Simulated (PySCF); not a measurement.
C2H7NSeTe, singlet, geometry from GFN2-xTB (all electrons, no relativity), with bond 7-3 at 2.4 times its length; CASSCF(6,4)/STO-3G (PySCF).

Input for PySCF:
```python
from pyscf import gto, scf, mcscf, mp
import numpy

mol = gto.M(
    atom='''
Te   -0.35087744   -0.50311750    0.74136389
N     0.55986161   -1.59261760   -0.72747454
C     1.98120020   -1.37364141   -0.85245735
C    -0.09289772   -1.53762923   -2.01362367
H     2.39942639   -2.13029398   -1.51899237
H     2.21890886   -0.38348752   -1.26486696
H     3.10352986   -1.60512811    1.49569835
H     0.02485160   -0.56048462   -2.50292375
H     0.34167865   -2.29874810   -2.66448177
H    -1.15457676   -1.74625173   -1.88979090
Se   -0.05863437    1.80694695   -0.16527632
H    -1.28877691    1.93122106   -0.92760513
''',
    basis='sto-3g',
    verbose=4,
)

mf = scf.RHF(mol)
mf.kernel()
mc = mcscf.CASSCF(mf, 4, 6)
mc.fix_spin_(ss=0.0)
noons, natorbs = mcscf.addons.make_natural_orbitals(mp.MP2(mf).run())
mc.kernel(natorbs)
occ = numpy.linalg.eigvalsh(mc.fcisolver.make_rdm1(mc.ci, mc.ncas, mc.nelecas))[::-1]
ss = mc.fcisolver.spin_square(mc.ci, mc.ncas, mc.nelecas)[0]
print('natural occupations', occ.round(4), ' <S^2>', round(ss, 4))
```

Output, abridged:

```
PySCF version 2.14.0

[INPUT] verbose = 4
[INPUT] num. atoms = 12
[INPUT] num. electrons = 112
[INPUT] charge = 0
[INPUT] spin (= nelec alpha-beta = 2S) = 0
[INPUT] symmetry False subgroup None
[INPUT] Mole.unit = angstrom
[INPUT] Symbol           X                Y                Z      unit          X                Y                Z       unit  Magmom
[...]
nuclear repulsion = 844.739217468754
number of shells = 35
number of NR pGTOs = 201
number of NR cGTOs = 67
basis = sto-3g
ecp = {}

******** <class 'pyscf.scf.hf.RHF'> ********
method = RHF
initial guess = minao
damping factor = 0
level_shift factor = 0
DIIS = <class 'pyscf.scf.diis.CDIIS'>
diis_start_cycle = 1
diis_space = 8
diis_damp = 0
SCF conv_tol = 1e-09
SCF conv_tol_grad = None
SCF max_cycles = 50
direct_scf = True
direct_scf_tol = 1e-13
Set gradient conv threshold to 3.16228e-05
Initial guess from minao.
init E= -9029.69878107955
[...]
cycle= 1 E= -9051.83012167487  delta_E= -22.1  |g|= 0.889  |ddm|= 5.05
[...]
cycle= 2 E= -9051.34767571672  delta_E= 0.482  |g|= 1.17  |ddm|=  5.7
[...]
cycle= 3 E= -9052.84882755384  delta_E= -1.5  |g|= 0.362  |ddm|= 3.61
[...]
cycle= 4 E= -9052.91117974296  delta_E= -0.0624  |g|= 0.282  |ddm|= 1.48
[...]
cycle= 5 E= -9052.96297996761  delta_E= -0.0518  |g|= 0.0496  |ddm|= 0.615
[...]
cycle= 6 E= -9052.96566481743  delta_E= -0.00268  |g|= 0.0172  |ddm|= 0.202
[...]
cycle= 7 E= -9052.96593354374  delta_E= -0.000269  |g|= 0.00955  |ddm|= 0.0585
[...]
cycle= 8 E= -9052.96599682085  delta_E= -6.33e-05  |g|= 0.00508  |ddm|= 0.0276
[...]
cycle= 9 E= -9052.96601810839  delta_E= -2.13e-05  |g|= 0.00169  |ddm|= 0.0179
[...]
cycle= 10 E= -9052.96602011654  delta_E= -2.01e-06  |g|= 0.000297  |ddm|= 0.00534
[...]
cycle= 11 E= -9052.9660202158  delta_E= -9.93e-08  |g|= 6.14e-05  |ddm|= 0.00123
[...]
cycle= 12 E= -9052.96602022184  delta_E= -6.04e-09  |g|= 2.13e-05  |ddm|= 0.000298
[...]
cycle= 13 E= -9052.96602022253  delta_E= -6.82e-10  |g|= 8.22e-06  |ddm|= 0.000101
[...]
Extra cycle  E= -9052.9660202226  delta_E= -6.91e-11  |g|= 6.11e-06  |ddm|= 2.75e-05
converged SCF energy = -9052.9660202226

******** <class 'pyscf.mp.mp2.RMP2'> ********
nocc = 56, nmo = 67
E(RMP2) = -9053.2670510946  E_corr = -0.301030872001664
E(SCS-RMP2) = -9053.30046451507  E_corr = -0.33444429247507
E_corr(same-spin) = -0.0309147160695316
E_corr(oppo-spin) = -0.270116155932133

******** <class 'pyscf.mcscf.mc1step.CASSCF'> ********
CAS (3e+3e, 4o), ncore = 53, nvir = 10
max_cycle_macro = 50
max_cycle_micro = 4
conv_tol = 1e-07
conv_tol_grad = None
orbital rotation max_stepsize = 0.02
orbital rotation threshold for CI restart = 0.01
augmented hessian ah_max_cycle = 30
augmented hessian ah_conv_tol = 1e-12
augmented hessian ah_linear dependence = 1e-14
augmented hessian ah_level shift = 1e-08
augmented hessian ah_start_tol = 2.5
augmented hessian ah_start_cycle = 3
augmented hessian ah_grad_trust_region = 3
kf_trust_region = 3
kf_interval = 4
ci_response_space = 4
ci_grad_trust_region = 3
with_dep4 0
natorb = False
canonicalization = True
sorting_mo_energy = False
ao2mo_level = 2
internal_rotation = False
******** <class 'pyscf.fci.addons.SpinPenaltyFCISolver'> ********
max. cycles = 50
conv_tol = 1e-08
davidson only = True
linear dependence = 1e-12
level shift = 0.001
max iter space = 12
nroots = 1
pspace_size = 400
spin = None
CASCI E = -9053.14645103004  S^2 = 0.0000000
Set conv_tol_grad to 0.000316228
macro iter   1 ( 16 JK    4 micro), CASSCF E = -9053.14827670688  dE = -1.82567684e-03  S^2 = 0.0000000
               |grad[o]|=0.0384  |grad[c]|= 0.03  |ddm|=0.0171  |maxRot[o]|=0.114
macro iter   2 (  9 JK    3 micro), CASSCF E = -9053.14828081795  dE = -4.11107430e-06  S^2 = 0.0000000
               |grad[o]|=0.00379  |grad[c]|= 0.01  |ddm|=0.00103  |maxRot[o]|=0.0877
macro iter   3 ( 12 JK    3 micro), CASSCF E = -9053.14828358611  dE = -2.76815808e-06  S^2 = 0.0000000
               |grad[o]|=0.00225  |grad[c]|=0.0188  |ddm|=0.000815  |maxRot[o]|=0.123
[...]
macro iter  18 (  7 JK    2 micro), CASSCF E = -9053.14831804523  dE = -2.94896381e-07  S^2 = 0.0000000
               |grad[o]|=0.000184  |grad[c]|=0.00944  |ddm|=0.0002  |maxRot[o]|=0.0698
macro iter  19 (  6 JK    1 micro), CASSCF E = -9053.14831837608  dE = -3.30855983e-07  S^2 = 0.0000000
               |grad[o]|=0.000146  |grad[c]|=0.0122  |ddm|=0.000292  |maxRot[o]|=0.0797
macro iter  20 (  6 JK    1 micro), CASSCF E = -9053.14831868771  dE = -3.11625627e-07  S^2 = 0.0000000
               |grad[o]|=0.000102  |grad[c]|=0.012  |ddm|=0.000352  |maxRot[o]|=0.0797
macro iter  21 (  6 JK    1 micro), CASSCF E = -9053.14831897149  dE = -2.83784175e-07  S^2 = 0.0000000
               |grad[o]|=7.91e-05  |grad[c]|=0.0124  |ddm|=0.000351  |maxRot[o]|=0.0797
macro iter  22 (  5 JK    1 micro), CASSCF E = -9053.14831909534  dE = -1.23847713e-07  S^2 = 0.0000000
               |grad[o]|=5.56e-05  |grad[c]|=0.00328  |ddm|=3.95e-05  |maxRot[o]|= 0.04
macro iter  23 (  6 JK    1 micro), CASSCF E = -9053.14831927444  dE = -1.79099516e-07  S^2 = 0.0000000
               |grad[o]|=9.35e-05  |grad[c]|=0.00832  |ddm|=0.000342  |maxRot[o]|=0.0568
macro iter  24 (  7 JK    2 micro), CASSCF E = -9053.14831970162  dE = -4.27176928e-07  S^2 = 0.0000000
               |grad[o]|=0.000216  |grad[c]|=0.00603  |ddm|=0.00136  |maxRot[o]|=0.0698
macro iter  25 (  7 JK    2 micro), CASSCF E = -9053.14832010819  dE = -4.06576874e-07  S^2 = 0.0000000
               |grad[o]|=0.00023  |grad[c]|=0.00645  |ddm|=0.00162  |maxRot[o]|=0.0698
macro iter  26 (  7 JK    2 micro), CASSCF E = -9053.14832041499  dE = -3.06794391e-07  S^2 = 0.0000000
               |grad[o]|=0.000152  |grad[c]|=0.00589  |ddm|=0.00182  |maxRot[o]|=0.0698
macro iter  27 (  7 JK    2 micro), CASSCF E = -9053.14832067596  dE = -2.60972229e-07  S^2 = 0.0000000
               |grad[o]|=0.000133  |grad[c]|=0.00562  |ddm|=0.00199  |maxRot[o]|=0.0698
macro iter  28 (  7 JK    2 micro), CASSCF E = -9053.14832091232  dE = -2.36357664e-07  S^2 = 0.0000000
               |grad[o]|=0.000108  |grad[c]|=0.00572  |ddm|=0.00207  |maxRot[o]|=0.0698
macro iter  29 (  7 JK    2 micro), CASSCF E = -9053.14832117921  dE = -2.66893039e-07  S^2 = 0.0000000
               |grad[o]|=0.000123  |grad[c]|=0.00606  |ddm|=0.00206  |maxRot[o]|=0.0698
macro iter  30 (  7 JK    2 micro), CASSCF E = -9053.14832140680  dE = -2.27588316e-07  S^2 = 0.0000000
               |grad[o]|=0.000109  |grad[c]|=0.0068  |ddm|=0.00172  |maxRot[o]|=0.0698
macro iter  31 (  7 JK    2 micro), CASSCF E = -9053.14832160395  dE = -1.97147529e-07  S^2 = 0.0000000
               |grad[o]|=9.57e-05  |grad[c]|=0.00753  |ddm|=0.00122  |maxRot[o]|=0.0698
macro iter  32 (  7 JK    2 micro), CASSCF E = -9053.14832174674  dE = -1.42797944e-07  S^2 = 0.0000000
               |grad[o]|=7.72e-05  |grad[c]|=0.00762  |ddm|=0.000632  |maxRot[o]|=0.0698
macro iter  33 (  6 JK    1 micro), CASSCF E = -9053.14832185876  dE = -1.12018824e-07  S^2 = 0.0000000
               |grad[o]|=7.28e-05  |grad[c]|=0.00995  |ddm|=9.33e-05  |maxRot[o]|=0.0798
macro iter  34 (  5 JK    1 micro), CASSCF E = -9053.14832188418  dE = -2.54221959e-08  S^2 = 0.0000000
               |grad[o]|=5.12e-05  |grad[c]|=0.00242  |ddm|=8.77e-05  |maxRot[o]|= 0.04
macro iter  35 (  6 JK    1 micro), CASSCF E = -9053.14832192296  dE = -3.87808541e-08  S^2 = 0.0000000
               |grad[o]|=0.000139  |grad[c]|=0.000981  |ddm|=8.01e-05  |maxRot[o]|=0.024
macro iter  36 (  7 JK    1 micro), CASSCF E = -9053.14832193913  dE = -1.61689968e-08  S^2 = 0.0000000
               |grad[o]|=0.000101  |grad[c]|=0.000148  |ddm|=1.59e-05  |maxRot[o]|=0.009
1-step CASSCF converged in  36 macro (258 JK  67 micro) steps
CASSCF canonicalization
Density matrix diagonal elements [1.99932872 1.99990802 1.29577315 0.70499011]
CASSCF energy = -9053.14832193913
CASCI E = -9053.14832193913  E(CI) = -8.90346873138697  S^2 = 0.0000000
natural occupations [2.     2.     1.2959 0.7042]  <S^2> 0.0
```
